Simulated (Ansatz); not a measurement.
Conformers of CH₁₀N₂Si₂ (`C[SiH](N)[SiH2]N`), each relaxed with PBE0-D4/def2-TZVP in Ansatz. CBS adds the triple-zeta coupled-cluster correction to the MP2 limit.

Not all of them had a frequency check.

Conformer A:

```xyz
15

C     1.031   -0.688   -1.834
Si   -0.344    0.145   -0.878
N     0.176    1.732   -0.416
Si   -0.813   -0.894    1.180
N    -0.288    0.237    2.382
H     0.733   -1.697   -2.132
H     1.267   -0.131   -2.745
H     1.940   -0.761   -1.233
H    -1.560    0.119   -1.755
H    -0.338    2.194    0.320
H     0.452    2.395   -1.123
H    -0.163   -2.244    1.243
H    -2.267   -1.139    1.398
H     0.598    0.697    2.233
H    -0.424    0.035    3.360
```

Conformer B:

Cartesian coordinates in Å:
```
C -1.499 1.719 0.201
Si 0.134 0.817 0.081
N 0.948 0.924 1.609
Si -0.210 -1.383 -0.678
N 1.339 -2.121 -0.925
H -2.155 1.244 0.935
H -1.342 2.757 0.503
H -2.018 1.711 -0.761
H 1.034 1.493 -0.904
H 1.920 0.654 1.634
H 0.477 0.544 2.417
H -1.113 -1.399 -1.878
H -0.909 -2.199 0.358
H 2.008 -1.645 -1.509
H 1.389 -3.116 -1.083
```

Task: Which is lowest in electronic energy at CCSD(T)/CBS (frozen core, def2 sets), and by how much? (An estimate is asked.)

Result: Ansatz gave: A; B lies 3.0 kJ/mol higher.

Task: Give the energies relative to A (kJ/mol) with B3LYP-D4/def2-TZVPP, B3LYP/def2-TZVPP, HF/def2-TZVPP, SCS-MP2/def2-QZVPP, HF/CBS(def2), MP2/CBS(def2), CCSD/CBS(def2). (Best estimate.)

Result: Ansatz gave: 
```tsv
level	B
B3LYP-D4/def2-TZVPP	3.0
B3LYP/def2-TZVPP	0.9
HF/def2-TZVPP	1.1
SCS-MP2/def2-QZVPP	2.7
HF/CBS(def2)	0.6
MP2/CBS(def2)	3.6
CCSD/CBS(def2)	2.8
```

B3LYP here is the variant with VWN-RPA as its local correlation; programs differ in this.
